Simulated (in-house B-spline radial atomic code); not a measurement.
The numbers below are computed, except where a source is named.
**C6 from the polarisability at imaginary frequency: Hg2+**

BLYP linear response of the closed shell [Xe] 4f14 5d10, from a B-spline radial code for spherical atoms; scalar-relativistic (spin-free one-electron X2C), finite nucleus, no spin-orbit coupling; shells from n = 3 respond.

The dispersion coefficient of two like species is C6 = (3/π) ∫ α(iu)² du from 0 to ∞.

| u (hartree) | α(iu) (bohr³) |
| --- | --- |
| 0 | 8.32 |
| 0.156 | 8.009 |
| 0.364 | 6.997 |
| 0.624 | 5.67 |
| 1.04 | 4.104 |
| 1.56 | 2.877 |
| 2.34 | 1.841 |
| 3.64 | 1.035 |
| 5.2 | 0.6208 |
| 7.79 | 0.3404 |
| 13 | 0.1574 |
| 26 | 0.05382 |

(1) Fit one oscillator, α(iu) = α(0)/(1 + u²/ω²), through u = 1.56 and estimate C6.

(2) How does that compare with the full integral?

## Answers

(1) From α(0)/α(iu) − 1 = 8.32/2.877 − 1 = 1.8919, ω = u/√1.8919 = 1.1342 hartree (30.9 eV). London's formula gives C6 = (3/4) α(0)² ω = 0.75 × 8.32² × 1.1342 = 58.88 hartree·bohr⁶, and the oscillator holds f = α(0) ω² = 10.70 electrons, of a sum of oscillator strengths of 71.6.

(2) The program's quadrature over all excitations gives C6 = 54.93, so the single oscillator is off by +7.2 %. At the last point the fit gives α = 0.0158 against 0.0538: higher excitations, and deeper shells where there are any, keep the true curve higher at large u.
